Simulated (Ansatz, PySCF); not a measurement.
Potential energy curve for H2Be, SMILES [BeH2]. The Be1–H3 bond (Be1 also carries H; H3 carries nothing else) is pulled apart rigidly from the PBE0/def2-TZVP optimised geometry.

Levels of theory: UHF/LANL2DZ = unrestricted Hartree-Fock/LANL2DZ (PySCF); FCI = full CI/def2-SVP, frozen core in Ansatz (an electronic-structure program).

Energies relative to the lowest point of each curve near equilibrium, in mEh:

| R / Å | UHF/LANL2DZ |
|---|---|
| 1.14 | 14.8 |
| 1.21 | 5.5 |
| 1.30 | 0.4 |
| 1.34 | 0.0 |
| 1.44 | 2.8 |
| 1.50 | 6.4 |
| 1.55 | 10.3 |
| 2.18 | 82.0 |
| 2.69 | 109.7 |
| 2.96 | 114.8 |
| 3.67 | 119.0 |
| 4.72 | 119.9 |

Task: Estimate the FCI values at these points.

Result: 1.14: 14.2; 1.21: 5.1; 1.30: 0.3; 1.34: 0.0; 1.44: 2.9; 1.50: 6.4; 1.55: 10.1; 2.18: 73.0; 2.69: 112.2; 2.96: 125.3; 3.67: 140.9; 4.72: 144.7 (mEh).

The unrestricted determinant behind UHF/LANL2DZ is spin-contaminated at 2.18 to 4.72 Å (<S²> up to 1.0, against 0.00 for a pure singlet).
